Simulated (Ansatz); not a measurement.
Energy needed to pull apart BAsH3Br (SMILES [AsH2]BBr), singlet, into free ground-state atoms, from the structure below (displaced at random from a GFN2-xTB minimum); no zero-point or spin–orbit terms; open-shell atoms are treated unrestricted, in their ground-state multiplicity.

```xyz
6
angstrom
As -1.2294 0.5124 -0.0493
B 0.5689 -0.1820 0.6383
Br 1.2428 -1.8497 0.1691
H -1.2935 -0.4585 -1.2046
H -0.4894 1.5376 -0.9086
H 1.1661 0.4372 1.4155
```

Program: Ansatz 0.2.0. Basis: def2-TZVPP. Cores are frozen in the correlated methods. Filled d shells of the heavier atoms are correlated. The def2 sets are not built for correlating such inner shells, so the correlated values are less sure here.

| method | atomization energy (eV) |
| --- | --- |
| PBE-D4 | 17.41 |
| BLYP-D4 | 17.13 |
| r2SCAN-D4 | ? |
| PBE0-D4 | 17.14 |
| LC-wPBE | ? |
| wB97M-V | 17.07 |
| HF | 12.16 |
| MP2 | 16.71 |
| CCSD | 16.33 |
| CCSD(T) | 16.63 |

(1) What does r2SCAN-D4 give? (An estimate is asked for; the value comes from the calculation.)

(2) What does LC-wPBE give? (To be estimated.)

T1 diagnostic: at most 0.012.

## Answers

(1) Computed: 17.32 eV, which is about 0.69 eV more than CCSD(T)/def2-TZVPP.

(2) By the calculation: 16.76 eV, which is about 0.13 eV more than CCSD(T)/def2-TZVPP.

In triple zeta the MP2 and coupled-cluster atomization energies are still short of their basis limit by a few kcal/mol a bond, whereas those of the functionals are nearly converged, so these differences are not deviations from converged CCSD(T).

For scale, one of the runs: CCSD(T)/def2-TZVPP forces, 169 basis functions (an equivalent command: `ansatz run in.yaml --threads 4`). Time: 4.5 min of wall clock on 4 CPU threads; the host was shared. Peak host memory: 2.5 GiB.
